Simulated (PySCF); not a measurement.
A PySCF script (with the pyscf-properties extension) for the NMR shieldings of SMILES [Si@H](CC=C)(CC#N)[SiH2]N, C5H12N2Si2, on a GFN2-xTB geometry:

```python
import basis_set_exchange as bse
import numpy as np
from pyscf import gto, dft
from pyscf.prop import nmr

atoms = """
C     2.873127    1.345595   -0.879464
C     2.451849    0.105904   -1.060687
C     1.063967   -0.264915   -1.443994
Si    0.068038   -0.901306    0.070256
C     0.095536    0.576049    1.326028
C    -0.714123    1.638481    0.839272
N    -1.391355    2.456916    0.407765
Si   -2.086606   -1.540612   -0.483380
N    -3.124904   -0.560620    0.477000
H     3.883182    1.570711   -0.581685
H     2.221595    2.190608   -1.035408
H     3.124762   -0.725464   -0.893132
H     1.087778   -1.043281   -2.207320
H     0.552447    0.601040   -1.867793
H     0.904404   -1.913358    0.748442
H    -0.292984    0.257773    2.293457
H     1.115375    0.939530    1.460636
H    -2.416740   -2.909396   -0.073760
H    -2.319249   -1.477803   -1.940850
H    -2.994781    0.439905    0.474734
H    -4.110238   -0.768814    0.504156
"""
names = dict.fromkeys(["C", "Si", "N", "H"], "pcSseg-1")
basis = {el: gto.basis.parse(bse.get_basis(n, elements=[el], fmt="nwchem")) for el, n in names.items()}
mol = gto.M(atom=atoms, basis=basis, charge=0, verbose=0)
mf = dft.RKS(mol, xc="PBE0")
mf.grids.level = 2
mf.grids.alignment = dft.numint.BLKSIZE   # the property module wants whole blocks of grid points
mf.conv_tol = 1e-9
mf.kernel()

calc = nmr.RKS(mf)   # GIAO
C = mf.mo_coeff
Co = C[:, mf.mo_occ > 0]
resp = mf.gen_response(singlet=True, hermi=2)
def vind(x):   # induced exchange potential for any number of trial vectors
    d = np.einsum("pi,xij,qj->xpq", C, 2 * x.reshape(-1, C.shape[1], Co.shape[1]), Co, optimize=True)
    return np.einsum("xpq,pi,qj->xij", resp(d - d.transpose(0, 2, 1)), C, Co, optimize=True).ravel()
mo1, _ = nmr.rhf.solve_mo1(calc, with_cphf=vind)
sigma = calc.kernel(mo1)
for i, s in enumerate(sigma):   # ppm
    w = np.linalg.eigvalsh((s + s.T) / 2)
    print("%2d %-2s iso %8.1f  s11 %8.1f  s22 %8.1f  s33 %8.1f" % (i, mol.atom_pure_symbol(i), w.mean(), *w))
```

Q: What are the results?

A: 
```
 0 C  iso     65.6  s11    -46.4  s22     85.5  s33    157.7
 1 C  iso     43.2  s11    -75.8  s22     45.8  s33    159.5
 2 C  iso    163.9  s11    149.0  s22    155.0  s33    187.6
 3 Si iso    391.3  s11    346.3  s22    406.6  s33    421.2
 4 C  iso    191.8  s11    180.2  s22    185.6  s33    209.4
 5 C  iso     59.7  s11    -60.3  s22    -51.7  s33    291.3
 6 N  iso    -24.7  s11   -197.7  s22   -173.8  s33    297.5
 7 Si iso    404.7  s11    355.3  s22    387.0  s33    471.9
 8 N  iso    270.3  s11    235.0  s22    257.9  s33    318.1
 9 H  iso     26.4  s11     23.3  s22     25.5  s33     30.3
10 H  iso     26.2  s11     22.4  s22     25.6  s33     30.7
11 H  iso     25.6  s11     23.1  s22     25.5  s33     28.3
12 H  iso     29.9  s11     25.0  s22     28.6  s33     36.1
13 H  iso     29.5  s11     26.6  s22     28.6  s33     33.4
14 H  iso     27.6  s11     24.3  s22     25.3  s33     33.3
15 H  iso     30.1  s11     25.8  s22     27.1  s33     37.4
16 H  iso     29.6  s11     25.6  s22     27.1  s33     36.2
17 H  iso     26.7  s11     23.5  s22     25.0  s33     31.6
18 H  iso     26.5  s11     22.7  s22     25.0  s33     31.8
19 H  iso     30.6  s11     20.7  s22     28.5  s33     42.7
20 H  iso     31.7  s11     23.1  s22     27.2  s33     44.8
```

These numbers come from an equivalent density-fitted implementation of the same equations, which agrees with the script to about 0.01 ppm for H and up to a few tenths of a ppm for heavy atoms, so last digits may differ.

Q: Turn these shieldings into chemical shifts. δ = σ(ref) − σ, references computed at the same level: 13C (186.93 ppm) and 29Si (349.16 ppm) and 1H (31.72 ppm) vs TMS; 15N (267.73 ppm) against NH3.

A: Averaging equivalent atoms: C 1: 143.8; C 5: 127.2; C 0: 121.3; C 2: 23.1; C 4: -4.8; Si 3: -42.2; Si 7: -55.6; N 6: 292.4; N 8: -2.6; H 11: 6.08; H 10: 5.51; H 9: 5.36; H 18: 5.21; H 17: 5.02; H 14: 4.08; H 13: 2.21; H 16: 2.08; H 12: 1.81; H 15: 1.61; H 19/20: 0.53 ppm. Experimental scales use liquid or dissolved standards, which lie at an offset from isolated NH3 (liquid NH3: subtract about 20 ppm). Unscaled 15N shifts of sp2 nitrogen come out 20 to 40 ppm too high even then.

Size and cost of the density-fitted run: 227 basis functions, 100 s wall time on 1 thread of an Arm Neoverse N1, shared host; peak memory 1.1 GiB.
